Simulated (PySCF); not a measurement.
A GIAO shielding run with PySCF 2.14 (density fitting, non-relativistic, gas phase) on `CC(C)N[SiH2]N[SiH2]N`, C3H15N3Si2:

```
$ OMP_NUM_THREADS=1 python probes_run.py task.json out

{"job": {"kind": "nmr", "xc": "PBE0", "basis": "pcSseg-1"}, "charge": 0, "multiplicity": 1}
C     -3.028938     1.195971    -0.577271
C     -2.156285    -0.059013    -0.562990
C     -2.787192    -1.144181     0.312106
N     -0.823164     0.279879    -0.125375
Si     0.561172    -0.638233    -0.557021
N      1.866981     0.211851     0.188849
Si     3.533655    -0.259628     0.183010
N      4.515993     0.728915     1.198225
H     -2.577588     1.956016    -1.209261
H     -3.125063     1.595605     0.430662
H     -4.021895     0.967601    -0.955753
H     -2.060844    -0.442442    -1.583535
H     -2.875469    -0.793229     1.338770
H     -3.777673    -1.403886    -0.053056
H     -2.163301    -2.033876     0.303314
H     -0.840160     0.679888     0.802536
H      0.647440    -2.021370    -0.066353
H      0.600508    -0.637785    -2.025088
H      1.697451     1.195637     0.328311
H      4.129998    -0.145370    -1.150183
H      3.587253    -1.611147     0.728912
H      4.309644     0.760702     2.183255
H      4.782723     1.645080     0.878016
```

Hardware: 1 thread of an Arm Neoverse N1, shared host. The job also computes population analyses, field gradients.

Q: How large is the calculation?

A: 82 electrons, 225 basis functions and 1201 auxiliary functions.

Q: How long does it take, and how much memory does it need?

A: 100 s of wall time, with 13 SCF cycles and 4 response iterations; peak memory 1.1 GiB. Times on a shared host scatter by some tens of per cent.
